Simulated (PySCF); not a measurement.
CH₄SZn. Atoms are numbered in the order given.

```xyz
7

Zn    -0.0964    -1.0478     0.0000
H     -0.6656    -2.4783     0.0000
S      0.7323     0.9708     0.0000
C     -0.8048     1.9637     0.0000
H     -1.4151     1.7894     0.8975
H     -0.4993     3.0194     0.0000
H     -1.4151     1.7894    -0.8975
```
Charge 0, spin multiplicity 1.

The structure is a stationary point at PBE0-D3(BJ)/def2-SVP.

Method: PBE0/def2-TZVPD (PySCF).

Gas-phase values at a fixed geometry.

**Question.** Estimate the frontier levels, gap, dipole moment and polarisability. (Estimate from the structure and the level; the computed values follow.)

**Answer.** 
```
Property                                                                                                       Result
---------------------------------------------------------------------------------------------  ----------------------
highest occupied level                                                                                       -6.69 eV
lowest empty level                                                                                           -0.98 eV
orbital gap                                                                                                   5.72 eV
dipole moment                                                                                                  1.45 D
quadrupole, principal values (traceless, Buckingham form, about the centre of nuclear charge)   -6.74, 0.31, 6.44 D·Å
mean static polarisability                                                                       62.6 bohr³ (9.27 Å³)
polarisability, principal values                                                               50.4, 57.5, 79.9 bohr³
```
